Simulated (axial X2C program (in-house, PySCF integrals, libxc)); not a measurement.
# How the levels of FErF (f11 s1 orbitals) move with the bond length

Calculated with an in-house all-electron X2C program for linear molecules (integrals from PySCF): two-component X2C with atomic mean-field Coulomb and Gaunt terms, basis F dyall-av3z, Er dyall-v3z (cores contracted in-house). Orbitals come from Hartree–Fock averaged over the configuration Er f11 s1; CI then distributes these electrons over the f, s shells of Er.

At F–Er–F held linear, both bonds 2.033 Å:

```json
{"Ω": "0", "energy (cm⁻¹)": "0", "g∥": "0.00", "configuration": "100% f11 s1"}
{"Ω": "1", "energy (cm⁻¹)": "42", "g∥": "2.63", "configuration": "100% f11 s1"}
{"Ω": "2", "energy (cm⁻¹)": "157", "g∥": "5.18", "configuration": "100% f11 s1"}
{"Ω": "3", "energy (cm⁻¹)": "306", "g∥": "7.63", "configuration": "100% f11 s1"}
{"Ω": "4", "energy (cm⁻¹)": "429", "g∥": "10.02", "configuration": "100% f11 s1"}
{"Ω": "5", "energy (cm⁻¹)": "497", "g∥": "12.48", "configuration": "100% f11 s1"}
{"Ω": "6", "energy (cm⁻¹)": "573", "g∥": "15.09", "configuration": "100% f11 s1"}
{"Ω": "7", "energy (cm⁻¹)": "841", "g∥": "17.67", "configuration": "100% f11 s1"}
{"Ω": "0", "energy (cm⁻¹)": "1252", "g∥": "0.00", "configuration": "100% f11 s1"}
{"Ω": "1", "energy (cm⁻¹)": "1308", "g∥": "2.28", "configuration": "100% f11 s1"}
{"Ω": "2", "energy (cm⁻¹)": "1447", "g∥": "4.56", "configuration": "100% f11 s1"}
{"Ω": "3", "energy (cm⁻¹)": "1603", "g∥": "6.86", "configuration": "100% f11 s1"}
{"Ω": "4", "energy (cm⁻¹)": "1717", "g∥": "9.20", "configuration": "100% f11 s1"}
{"Ω": "5", "energy (cm⁻¹)": "1798", "g∥": "11.55", "configuration": "100% f11 s1"}
```

g∥ is the magnitude of 2⟨Lz + ge Sz⟩ for the +Ω component. The lowest 14 levels at most are listed.

At F–Er–F held linear, both bonds 2.114 Å:

```tsv
Ω	energy (cm⁻¹)	g∥	configuration
0	0	0.00	100% f11 s1
1	35	2.60	100% f11 s1
2	130	5.15	100% f11 s1
3	257	7.61	100% f11 s1
4	373	10.04	100% f11 s1
5	460	12.51	100% f11 s1
6	565	15.09	100% f11 s1
7	836	17.65	100% f11 s1
0	1297	0.00	100% f11 s1
1	1343	2.29	100% f11 s1
2	1462	4.58	100% f11 s1
3	1605	6.88	100% f11 s1
8	1712	19.97	100% f11 s1
4	1726	9.20	100% f11 s1
```

The lowest level lies 1104 cm⁻¹ above the lowest at the first distance.

How does the gap from the lowest to the fifth level change between the two distances?

From 429 to 373 cm⁻¹, a factor of 0.87.

There is no dynamic correlation: spin–orbit spacings and, for f shells, spacings inside one term are the most reliable numbers, splittings between terms come out too wide, and energies between configurations are not reliable, so the lowest level need not be the ground state of the molecule. At most 4 roots were kept for each Ω > 0 (twice that for Ω = 0) within 2.2 eV of the lowest, so higher up levels can be missing between those listed; levels with Ω > 0 are doubly degenerate and listed once, Ω = 0 levels singly. The molecule was held linear; bending was not examined.
